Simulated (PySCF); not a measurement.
Isomers of C2H2S. Isolated molecules, 0 K electronic values unless said otherwise. Strings in code marks are SMILES.

Quantity: electronic energy of isomers of C2H2S relative to `C=C=S`, in kJ/mol.

Level 1: M06-2X/6-31G* // PBE0-D3(BJ)/def2-TZVP (PySCF)
Level 2: PBE/6-31G* // PBE0-D3(BJ)/def2-TZVP (PySCF)
Level 3: HF/3-21G // PBE0-D3(BJ)/def2-TZVP (PySCF)
Level 4: HF/6-31G* // PBE0-D3(BJ)/def2-TZVP (PySCF)

```json
[
 {"species": "`C#CS`", "level 1": "88.4", "level 2": "111.0", "level 3": "74.0", "level 4": "76.1"}
]
```
